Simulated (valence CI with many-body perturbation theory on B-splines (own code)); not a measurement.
Energy levels of Rh¹⁴⁺

Level of theory: valence CI with perturbative core correlation (CI+MBPT): three valence electrons over a frozen Dirac-Fock core [Ar] 3d10, a basis of 11 s, 11 p, 9 d, 7 f, 5 g, 2 h, 1 i functions for each j, with the one-electron correlation potential Σ1, the two-electron term Σ2, the three-electron term Σ3, Breit, model QED; selected CI, second order for the rest (own B-spline code, finite nucleus).

No measured levels were compared; by estimate levels hold to about 250 cm⁻¹ or 0.2 % of their energy and the worst to 1 %, as in measured heavy ions of charge 2 to 7; those with d or f electrons hold less well.

Levels 1 to 45 of 67, with energies above the lowest level, 4s²4p ²P°_1/2. "Leading %" is the weight of the configuration and term that name the level; weights of strongly mixed levels are sums over their largest components and can fall short. In the jj column 3d3/2^4 stands for four electrons in 3d with j = 3/2. Lifetimes count E1, E2, E3, M1 and M2 decay at the calculated energies, and are blank where another channel may lead or the interval is too uncertain; long ones can be off by a factor of two.

```csv
No.,Configuration,Term,J,E (cm⁻¹),Leading %,Lifetime,Leading jj,Second component
1,4s²4p,²P°,1/2,0,98,,4s^2 4p1/2 (98 %),
2,4s²4p,²P°,3/2,45580,98,1.17 ms,4s^2 4p3/2 (98 %),
3,4s4p²,⁴P,1/2,245450,92,1.77 ns,4s 4p1/2^2 (70 %),7 % 4s4p² ²S
4,4s4p²,⁴P,3/2,269520,98,11.9 ns,4s 4p1/2 4p3/2 (95 %),
5,4s4p²,⁴P,5/2,287550,83,1.89 ns,4s 4p1/2 4p3/2 (72 %),16 % 4s4p² ²D
6,4s4p²,²D,3/2,330700,88,104 ps,4s 4p1/2 4p3/2 (78 %),6 % 4s4p² ²P
7,4s4p²,²D,5/2,344870,78,224 ps,4s 4p3/2^2 (70 %),16 % 4s4p² ⁴P
8,4s4p²,²P,1/2,366110,59,23.1 ps,4s 4p1/2 4p3/2 (58 %),34 % 4s4p² ²S
9,4s4p²,²S,1/2,411270,58,26.3 ps,4s 4p3/2^2 (80 %),39 % 4s4p² ²P
10,4s4p²,²P,3/2,418770,92,16.0 ps,4s 4p3/2^2 (75 %),5 % 4s4p² ²D
11,4s²4d,²D,3/2,528320,92,9.20 ps,4s^2 4d3/2 (92 %),5 % 4s4p² ²D
12,4s²4d,²D,5/2,535700,93,10.9 ps,4s^2 4d5/2 (93 %),5 % 4s4p² ²D
13,4p³,⁴S°,3/2,609790,38,31.8 ps,4p1/2^2 4p3/2 (87 %),29 % 4p³ ²D°
14,4p³,⁴S°,3/2,636520,50,28.0 ps,4p1/2 4p3/2^2 (91 %),41 % 4p³ ²D°
15,4p³,²D°,5/2,640140,84,69.4 ps,4p1/2 4p3/2^2 (84 %),14 % 4s4p4d ²D°
16,4p³,²P°,1/2,681760,90,31.1 ps,4p1/2 4p3/2^2 (90 %),8 % 4s4p4d ²P°
17,4p³,²P°,3/2,707160,62,31.2 ps,4p3/2^3 (81 %),12 % 4p³ ²D°
18,4s4p4d,⁴F°,3/2,723110,93,263 ps,4s 4p1/2 4d3/2 (88 %),4 % 4s4p4d ²D°
19,4s4p4d,⁴F°,5/2,732180,92,203 ps,4s 4p1/2 4d3/2 (51 %),
20,4s4p4d,⁴F°,7/2,747000,91,151 ps,4s 4p1/2 4d5/2 (59 %),6 % 4s4p4d ⁴D°
21,4s4p4d,⁴P°,5/2,765200,59,13.7 ps,4s 4p1/2 4d5/2 (88 %),21 % 4s4p4d ⁴D°
22,4s4p4d,⁴D°,3/2,770560,53,10.1 ps,4s 4p1/2 4d3/2 (49 %),38 % 4s4p4d ⁴P°
23,4s4p4d,⁴F°,9/2,771280,100,,4s 4p3/2 4d5/2 (100 %),
24,4s4p4d,⁴D°,1/2,773540,83,8.24 ps,4s 4p1/2 4d3/2 (75 %),12 % 4s4p4d ⁴P°
25,4s4p4d,²D°,5/2,796920,36,12.6 ps,4s 4p3/2 4d3/2 (40 %),31 % 4s4p4d ⁴D°
26,4s4p4d,²D°,3/2,797950,58,11.4 ps,4s 4p3/2 4d3/2 (58 %),20 % 4s4p4d ⁴D°
27,4s4p4d,⁴P°,1/2,799740,87,12.3 ps,4s 4p3/2 4d3/2 (96 %),12 % 4s4p4d ⁴D°
28,4s4p4d,⁴D°,7/2,801760,90,9.05 ps,4s 4p3/2 4d5/2 (60 %),7 % 4s4p4d ⁴F°
29,4s4p4d,⁴P°,3/2,802800,54,12.1 ps,4s 4p3/2 4d3/2 (56 %),24 % 4s4p4d ⁴D°
30,4s4p4d,⁴D°,5/2,804290,43,11.8 ps,4s 4p3/2 4d3/2 (39 %),30 % 4s4p4d ⁴P°
31,4s4p4d,²F°,5/2,819010,50,19.2 ps,4s 4p3/2 4d5/2 (58 %),37 % 4s4p4d ²D°
32,4s4p4d,²F°,7/2,848010,98,26.4 ps,4s 4p3/2 4d5/2 (70 %),
33,4s4p4d,²P°,3/2,858380,65,8.17 ps,4s 4p1/2 4d3/2 (32 %),25 % 4s4p4d ²D°
34,4s4p4d,²F°,7/2,869830,83,8.33 ps,4s 4p3/2 4d5/2 (47 %),12 % 4s²4f ²F°
35,4s4p4d,²F°,5/2,872530,82,8.29 ps,4s 4p3/2 4d3/2 (66 %),12 % 4s²4f ²F°
36,4s4p4d,²P°,1/2,883260,92,9.93 ps,4s 4p3/2 4d5/2 (82 %),
37,4s4p4d,²P°,1/2,894600,92,7.68 ps,4s 4p3/2 4d3/2 (78 %),
38,4s4p4d,²D°,3/2,902780,48,6.88 ps,4s 4p3/2 4d5/2 (55 %),46 % 4s4p4d ²P°
39,4s4p4d,²P°,3/2,903680,68,7.22 ps,4s 4p3/2 4d5/2 (46 %),24 % 4s4p4d ²D°
40,4s4p4d,²D°,5/2,907570,86,5.84 ps,4s 4p3/2 4d5/2 (71 %),6 % 4p³ ²D°
41,4s²4f,²F°,7/2,1018600,86,7.40 ps,4s^2 4f7/2 (86 %),12 % 4s4p4d ²F°
42,4s²4f,²F°,5/2,1019100,85,6.96 ps,4s^2 4f5/2 (85 %),13 % 4s4p4d ²F°
43,4p²4d,⁴F,3/2,1043200,70,42.9 ps,4p1/2^2 4d3/2 (78 %),10 % 4p²4d ⁴D
44,4p²4d,⁴F,5/2,1055400,45,46.9 ps,4p1/2^2 4d5/2 (61 %),23 % 4p²4d ⁴D
45,4p²4d,²F,5/2,1063300,61,75.5 ps,4p1/2 4p3/2 4d3/2 (84 %),33 % 4p²4d ⁴F
```

Names give the largest LS component (configuration and term), which can be under half, so a name can repeat, a term be missing and a line seem to break the LS rules; names also repeat where a configuration has a term twice.

Where two levels of one J and parity lie close, their mixing, g and order are uncertain.

The ionisation energy to 4s² ¹S0 of the next ion comes out as 332.39 eV (NIST: 331.58 ± 0.14 eV (semi-empirical)). All 67 levels together are meant to be complete up to 1188000 cm⁻¹.
